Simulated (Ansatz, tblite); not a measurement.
Spin states of Ga3As4, each relaxed with PBE-D4/def2-SVP in Ansatz. Electronic energies in the gas phase.

The xTB rows come from tblite. The structure comes from a short search, and lower isomers may exist.

Doublet geometry (C2v within 0.1 Å):

Cartesian coordinates in Å:
```
Ga -1.500 -0.314 -1.871
Ga 0.656 1.491 -0.823
Ga -0.704 -1.498 0.766
As 1.017 -1.158 -1.307
As 1.941 -0.448 0.814
As -1.675 1.020 0.487
As 0.265 0.908 1.933
```

Quartet geometry (Cs within 0.1 Å):

```xyz
7

Ga   -1.120    1.350    1.124
Ga   -1.531   -1.242    0.166
Ga    1.516    1.050   -0.244
As    0.771   -0.094    2.028
As    1.112   -1.731    0.257
As   -0.837    1.429   -1.404
As    0.089   -0.762   -1.926
```

⟨S²⟩: doublet 0.77 at PBE0-D4/def2-SVP (pure 0.75), quartet 3.77 at PBE0-D4/def2-SVP (pure 3.75).

Run but left out: HF/STO-3G, MP2/def2-SVP (doublet: ⟨S²⟩ 0.93 to 3.88, where a pure state has 0.75).

Only these spin states were relaxed. The quartet has other bonds than the doublet, so the gap mixes isomer and spin.

```csv
level,quartet − doublet (kcal/mol),lowest of these,remarks
GFN1-xTB,17.7,doublet,–
GFN2-xTB,19.5,doublet,–
HF/def2-SVP,0.0,tie,"spin-contaminated (⟨S²⟩ 0.93) (doublet), spin-contaminated (⟨S²⟩ 3.89) (quartet)"
PBE-D4/def2-SVP,18.1,doublet,–
r2SCAN-D4/def2-SVP,13.7,doublet,–
PBE0-D4/def2-SVP,15.0,doublet,–
```

Change of the quartet − doublet gap on mixing in exact exchange, in kcal/mol: PBE to PBE0 (25 % exact exchange) -3.1.

The xTB methods have no spin-polarisation term.
